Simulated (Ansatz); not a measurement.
`[CH3][Zn][Cl]` at its PBE0-D4/def2-TZVP geometry, where that method's forces vanish. Total charge 0; spin multiplicity 1.

```xyz
6

C    -0.1724   -0.3471    0.7033
Zn    0.2413    0.4848   -0.9821
Cl    0.6934    1.3959   -2.8283
H    -0.0203   -1.4260    0.6415
H    -1.2123   -0.1576    0.9747
H     0.4703    0.0500    1.4908
```

What forces (eV/Å) does PBE-D4/def2-TZVPP give on these atoms in Ansatz? (Estimate.)

Computed: 
```
C1   0.024  0.049 -0.099
Zn2 -0.013 -0.025  0.051
Cl3  0.021  0.042 -0.085
H4   0.035 -0.202 -0.033
H5  -0.199  0.048  0.032
H6   0.132  0.089  0.134
```
